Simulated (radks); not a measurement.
Spherical quantum dot in the effective-mass picture: electrons in a hard-walled sphere of radius 1.55, all in effective atomic units (hartree* = m*/eps^2 hartree, bohr* = eps/m* bohr), one dielectric constant everywhere. Method: non-relativistic Kohn-Sham, exchange-only LDA, spin-polarised, spherical densities; computed with a radial shooting solver with Libxc functionals. Levels are named by radial order and angular momentum (1s, 1p, 1d, 2s, ...), and open shells are averaged over m. Each electron was tried in the lowest free levels, single moves between levels near the top were tried too, and the lowest total energy was kept; such a search can miss a lower state. At N = 1 the Hartree and exchange-correlation terms need not cancel, so that row can carry a self-interaction error.

N	open shells	2S	E (hartree*)	mu = E(N) - E(N-1) (hartree*)	addition energy mu(N+1) - mu(N) (hartree*)	e(HOMO) (hartree*)	rms radius (bohr*)
1	1s(up 1, down 0)	1	2.13157	2.1316	1.132	2.5392	0.8281
2	none	0	5.39547	3.2639	2.810	3.6555	0.8449
3	1p(up 1, down 0)	1	11.4691	6.0736	0.8232	6.4781	0.8936
4	1p(up 2, down 0)	2	18.3659	6.8968	0.8507	7.3196	0.9195
5	1p(up 3, down 0)	3	26.1135	7.7476	1.164	8.1773	0.9367
6	1p(up 3, down 1)	2	35.0251	8.9116	0.8025	9.3057	0.9500
7	1p(up 3, down 2)	1	44.7392	9.7141	0.8308	10.127	0.9605
8	none	0	55.2841	10.545	3.263	10.965	0.9694
9	1d(up 1, down 0)	1	69.0919	13.808	0.8020	14.207	0.9833
10	1d(up 2, down 0)	2	83.7015	14.610	0.8084	15.013	0.9948
11	1d(up 3, down 0)	3	99.1197	15.418	0.8125	15.824	1.004
12	1d(up 4, down 0)	4	115.350	16.231	0.8150	16.638	1.013
13	1d(up 5, down 0)	5	132.396	17.046	1.090	17.454	1.020
14	1d(up 5, down 1)	4	150.532	18.136	0.7900	18.529	1.027
15	1d(up 5, down 2)	3	169.457	18.926	0.7968	19.323	1.033
16	1d(up 5, down 3)	2	189.180	19.722	0.8011	20.122	1.038
17	1d(up 5, down 4)	1	209.703	20.524	0.8039	20.925	1.043
18	none	0	231.031	21.328	3.356	21.730	1.047
19	2s(up 1, down 0)	1	255.715	24.684	1.173	25.194	1.043
20	2s(up 1, down 0) 1f(up 1, down 0)	2	281.572	25.857	0.7829	26.248	1.049
21	2s(up 1, down 0) 1f(up 2, down 0)	3	308.212	26.640	0.7846	27.032	1.054
22	2s(up 1, down 0) 1f(up 3, down 0)	4	335.637	27.425	0.7858	27.817	1.059
23	2s(up 1, down 0) 1f(up 4, down 0)	5	363.847	28.211	0.7867	28.604	1.064
24	2s(up 1, down 0) 1f(up 5, down 0)	6	392.845	28.997	-	29.391	1.069

All shells are closed at N = 2, 8, 18 (there: 1s2 1p6 1d10); the second difference of the energy has clear peaks (12 % above both neighbours; the first and last values, which can be the largest, are not judged, and half-filled shells can peak too) at N = 2, 5, 8, 13, 18.
